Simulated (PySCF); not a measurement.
SMILES CC(C)/C=C\N (GFN2-xTB optimised geometry):

```
17

C      1.401    -1.666     0.787
C      0.869    -0.469     0.000
C      1.399    -0.497    -1.438
C     -0.634    -0.469     0.000
C     -1.412     0.610     0.000
N     -0.991     1.930    -0.073
H      1.032    -1.645     1.810
H      2.489    -1.655     0.812
H      1.078    -2.596     0.324
H      1.237     0.447     0.481
H      2.487    -0.480    -1.446
H      1.030     0.362    -1.993
H      1.063    -1.400    -1.942
H     -1.103    -1.440    -0.037
H     -2.489     0.502    -0.014
H     -0.016     2.070     0.149
H     -1.594     2.596     0.386
```

Computed with B3LYP/def2-SVP in PySCF.

Task: What are the frontier orbital energies and the dipole moment?

Result: HOMO-2 -8.79 eV, HOMO-1 -8.68 eV, HOMO -5.36 eV, LUMO 1.30 eV, LUMO+1 1.34 eV; dipole moment 1.54 D.

On the same geometry PySCF with PBE/def2-SVP gives HOMO-2 -7.56 eV, HOMO-1 -7.45 eV, HOMO -4.41 eV, LUMO 0.53 eV, LUMO+1 0.77 eV; dipole moment 1.59 D.

Meta-Löwdin charges at B3LYP/def2-SVP: C1 -0.28, C2 -0.03, C3 -0.28, C4 -0.20, C5 -0.01, N6 -0.40, H7 0.09, H8 0.09, H9 0.09, H10 0.06, H11 0.08, H12 0.09, H13 0.09, H14 0.09, H15 0.10, H16 0.21, H17 0.21.
